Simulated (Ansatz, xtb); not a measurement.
# C5H3NS: which of two isomers lies lower

Structure X: `C#Cc1cncs1`, a singlet. Structure Y: `C#Cc1cscn1`, a singlet. Both are isolated molecules in the gas phase, relaxed with r2SCAN-D4/def2-SVP.

Quicker runs give these differences E(Y) − E(X): GFN2-xTB +5.79 kJ/mol; HF/STO-3G +3.32 kJ/mol (at GFN2-xTB geometries); r2SCAN-D4/def2-SVP//GFN2-xTB +7.52 kJ/mol.

Estimate E(Y) − E(X) at the level CCSD(T)/def2-SVP + ΔMP2/def2-TZVPP.

CCSD(T)/def2-SVP + ΔMP2/def2-TZVPP gives E(Y) − E(X) = +1.56 kJ/mol, slightly favouring structure X, which is too small a margin to settle the true order.

Level by level:

```json
{"level": "GFN2-xTB", "geometry": "GFN2-xTB", "E(Y) − E(X) (kJ/mol)": "+5.79", "departure from the last row (kJ/mol)": "+4.23", "job, with rough time for the two": "optimisation, 0.15 s"}
{"level": "HF/STO-3G", "geometry": "GFN2-xTB", "E(Y) − E(X) (kJ/mol)": "+3.32", "departure from the last row (kJ/mol)": "+1.76", "job, with rough time for the two": "single point, 0.46 s"}
{"level": "r2SCAN-D4/def2-SVP//GFN2-xTB", "geometry": "GFN2-xTB", "E(Y) − E(X) (kJ/mol)": "+7.52", "departure from the last row (kJ/mol)": "+5.96", "job, with rough time for the two": "single point, 5.7 s"}
{"level": "r2SCAN-D4/def2-SVP", "geometry": "r2SCAN-D4/def2-SVP", "E(Y) − E(X) (kJ/mol)": "+7.54", "departure from the last row (kJ/mol)": "+5.98", "job, with rough time for the two": "optimisation, 53 s"}
{"level": "HF/def2-SVP", "geometry": "r2SCAN-D4/def2-SVP", "E(Y) − E(X) (kJ/mol)": "+2.66", "departure from the last row (kJ/mol)": "+1.10", "job, with rough time for the two": "part of the CCSD(T) run"}
{"level": "MP2/def2-SVP", "geometry": "r2SCAN-D4/def2-SVP", "E(Y) − E(X) (kJ/mol)": "+3.69", "departure from the last row (kJ/mol)": "+2.13", "job, with rough time for the two": "part of the CCSD(T) run"}
{"level": "CCSD(T)/def2-SVP", "geometry": "r2SCAN-D4/def2-SVP", "E(Y) − E(X) (kJ/mol)": "+3.73", "departure from the last row (kJ/mol)": "+2.17", "job, with rough time for the two": "single point"}
{"level": "CCSD(T)/def2-SVP + ΔMP2/def2-TZVPP", "geometry": "r2SCAN-D4/def2-SVP", "E(Y) − E(X) (kJ/mol)": "+1.56", "departure from the last row (kJ/mol)": "", "job, with rough time for the two": "single point, 65 s"}
```

As drawn, both hold the same kinds of bond in the same numbers.

The largest departure from CCSD(T)/def2-SVP + ΔMP2/def2-TZVPP is that of r2SCAN-D4/def2-SVP, 5.98 kJ/mol. The last row adds to CCSD(T) the change of the MP2 difference between the two basis sets, here −2.17 kJ/mol.

With thermal terms from frequencies at re-optimised GFN2-xTB minima (ideal gas, soft modes damped towards free rotors, one conformer each, 298.15 K, 1 atm): the zero-point term adds −0.15 kJ/mol; ΔH is +1.36 and ΔG +1.47 kJ/mol.

The correlated steps freeze 11 core orbitals. Codes used: Ansatz 0.2.0, xtb 6.7.1; the last row on 2 threads of Arm Neoverse V1 on a shared host.
